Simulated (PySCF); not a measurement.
**Spinor energies of Tb³⁺ (terbium, charge +3)**

Start: [Xe] 4f8; 4f5/2 filled at m_j = -5/2, -3/2, -1/2, +1/2, +3/2, +5/2; 4f7/2 filled at m_j = +5/2, +7/2. Calculated with PySCF 2.14 in x2c-SVPall-2c (7s10p9d3f1g, 112 functions): generalised Hartree-Fock with the X2C-1e Hamiltonian and a Gaussian nucleus; one run each with spin-orbit coupling (SO) switched off, then screened by Boettger's factors.

| spinor shell | electrons | ε, spin-free (eV) | ε, screened SO (eV) | weight of nominal j (screened SO) | rms radius, screened SO (bohr) |
| --- | --- | --- | --- | --- | --- |
| 1s1/2 | 2 | -52286.0 | -52275.8 | 1.000 | 0.0245 |
| 2s1/2 | 2 | -8817.5 | -8814.3 | 1.000 | 0.0989 |
| 2p1/2 | 2 | -7834.5 | -8361.5 | 1.000 | 0.0846 |
| 2p3/2 | 4 | -7834.5 | -7609.7 | 1.000 | 0.0912 |
| 3s1/2 | 2 | -2033.4 | -2032.4 | 1.000 | 0.255 |
| 3p1/2 | 2 | -1724.1 | -1835.1 | 1.000 | 0.246 |
| 3p3/2 | 4 | -1724.1 | -1676.0 | 1.000 | 0.260 |
| 3d3/2 | 4 | -1319.2 | -1339.7 | 0.996 | 0.232 |
| 3d5/2 | 6 | -1319.2 | -1304.5 | 0.997 | 0.236 |
| 4s1/2 | 2 | -453.16 | -452.85 | 1.000 | 0.575 |
| 4p1/2 | 2 | -348.54 | -374.98 | 0.976 | 0.592 |
| 4p3/2 | 4 | -348.54 | -336.92 | 0.988 | 0.620 |
| 4d3/2 | 4 | -201.49 | -210.98 | 0.716 | 0.668 |
| 4d5/2 | 6 | -201.49 | -194.91 | 0.811 | 0.675 |
| 5s1/2 | 2 | -87.468 | -87.413 | 1.000 | 1.41 |
| 5p1/2 | 2 | -59.031 | -63.177 | 0.927 | 1.55 |
| 5p3/2 | 4 | -59.031 | -57.201 | 0.963 | 1.65 |
| 4f5/2 | 6 | -47.580 | -47.548 | 0.671 | 0.895 |
| 4f7/2 | 2 | -47.580 | -47.346 | 0.905 | 0.897 |

```
   quantity     spin-free   screened SO
E (hartree)  -11699.03276  -11707.10181
        M_J             6             6
       ⟨J²⟩        42.013        42.015
       ⟨L²⟩        12.007        12.338
       ⟨S²⟩        12.006        11.884
```

Each row is a mean over spinors that exchange with the open shell spreads, by up to 16.692 eV (4d5/2).

Rows whose weight is well below 1 are mixtures of j = l ± 1/2: exchange outweighs spin-orbit coupling there, and the label is only the starting occupation.

Breit and QED terms are absent; they matter most for the inner s and p1/2 levels.

Densities and radii are taken from the X2C orbitals without a picture-change correction, which distorts them close to the nucleus.

Without spin-orbit coupling the j labels of p, d and f shells carry no meaning; the spin-free column gives the mean over the occupied spinors of each nl shell.
